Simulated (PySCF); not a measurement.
PySCF job for HgBr, SMILES [Br][Hg+], charge +1, r2SCAN-D4/def2-TZVP. The structure is a stationary point at r2SCAN-D4/def2-TZVP. The multiplicity is an assumed one; other spin states were not compared. The def2 effective core potentials stand for the cores of Hg; spin–orbit coupling is left out.

```python
import numpy as np
from pyscf import gto, scf, dft, df
from pyscf.hessian import thermo

mol = gto.M(
    atom='''
    Hg    0.00000000    0.00000000   -0.72277028
    Br    0.00000000    0.00000000    1.65204637
    ''',
    basis='def2-TZVP',
    ecp={'Hg': 'def2-tzvp'},
    charge=1,
    spin=0,
    max_memory=1600,
    verbose=3,
)
mf = dft.RKS(mol, xc='r2scan').density_fit(auxbasis='def2-universal-jkfit')
mf.disp = 'd4'
mf.grids.level = 4
mf.conv_tol = 1e-11
mf.max_cycle = 100
mf.kernel()

# [left out here: the lines that compute and print the analytic Hessian (its translational invariance restored by hand, since the grid's response is missing), thermochemistry and intensities]
```

Program output:

```
converged SCF energy = -2727.37473534413

WARN: MGGA Hessian is sensitive to dft grids. grids.level 4 may not be dense enough.


WARN: DFTD4 does not support analytical Hessian, using finite difference.


WARN: Mole.unit (angstrom) is changed to Bohr

Mode                                 0
Irrep
Freq [cm^-1]                      250.7682
Reduced mass [au]                  96.4317
Force const [Dyne/A]                3.5729
Char temp [K]                     360.7995
Normal mode                   x     y     z
       0  Hg                 0.00  0.00 -0.04
       1  Br                 0.00  0.00  0.09
temperature 298.1500 [K]
pressure 101325.00 [Pa]
Rotational constants [GHz] inf 1.56820 1.56820
Symmetry number 1
Zero-point energy (ZPE) 0.00057 [Eh]   1499.927 [J/mol]
                           tot       elec      trans        rot        vib
Entropy [J/mol/K]       263.456      0.000    179.043     77.195      7.218
Cv [J/mol/K]             28.156      0.000     12.472      8.314      7.370
Cp [J/mol/K]             36.471      0.000     20.786      8.314      7.370
Internal energy [J/mol]                      3718.434   2478.956   2774.338
Internal energy [Eh]   -2727.37132  -2727.37474
Enthalpy [J/mol]                             6197.391   2478.956   2774.338
Enthalpy [Eh]          -2727.37037
Gibbs free energy [J/mol]                  -47184.352 -20536.614    622.255
Gibbs free energy [Eh] -2727.40029
static polarisability / bohr^3: [[30.236  0.    -0.   ]
 [-0.    30.236 -0.   ]
 [-0.     0.    64.259]]
largest difference of analytic and finite-field dipole derivatives / e: 0.00023347157177755484
mode   freq/cm-1   IR/(km/mol)   Raman/(A^4/amu)   depolarisation
   1      250.77         0.131             7.902            0.239
max |gradient| / (hartree/bohr): 0.00018248834272987054
APT charges: [0.8923 0.1096]
```

The run converged.
